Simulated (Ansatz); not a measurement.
[LnF6]3-: gap (eV) at several levels, gas phase, relaxed structures; Ansatz. Core potentials for Ce, Sm, Yb in the def2 sets, no spin–orbit coupling. HOMO and LUMO are taken over both spins. With an open 4f shell the SCF may have ended above the lowest state. Levels of anions in sets without diffuse functions are rough. The structures are stationary points that may keep the symmetry of their start. Remarks come from the PBE and PBE0 runs and from stability tests at other levels; not every state was tested. A HOMO above zero means that the electron is unbound at that level and held by the basis, or that self-interaction error raises the level; the energy of removing that electron tells which. HOMO above LUMO (over both spins in singlets and doublets, within one spin in higher multiplets; at PBE or PBE0), or a gap under 0.15 eV within one spin, warns that the state may not be the lowest or that an electron is smeared out.

```
          species    state            geometry  PBE-D4/def2-SVP  PBE0-D4/def2-SVP  PBE0-D4/def2-TZVP                                                                                remarks
[CeF6]3- (CeF6³⁻)  doublet  r2SCAN-D4/def2-SVP             0.27              0.95               1.04  near-degenerate levels, HOMO above zero at PBE or PBE0, gap within one spin near zero
[SmF6]3- (SmF6³⁻)   sextet    PBE0-D4/def2-SVP             0.77              5.11               5.63                                                         HOMO above zero at PBE or PBE0
[YbF6]3- (YbF6³⁻)  doublet   B3LYP-D4/def2-SVP             0.45              5.65               5.97                                                         HOMO above zero at PBE or PBE0
```

**Question.** Estimate the column for PBE-D4/def2-TZVP.

**Answer.** [CeF6]3- (CeF6³⁻) 0.00; [SmF6]3- (SmF6³⁻) 0.79; [YbF6]3- (YbF6³⁻) 0.47.

Over the 3 species that have every level, the mean is 0.49 at PBE-D4/def2-SVP, 0.42 at PBE-D4/def2-TZVP, 3.90 at PBE0-D4/def2-SVP, 4.21 at PBE0-D4/def2-TZVP. Orbital gaps grow with the share of exact exchange and aren't one observable across functionals.
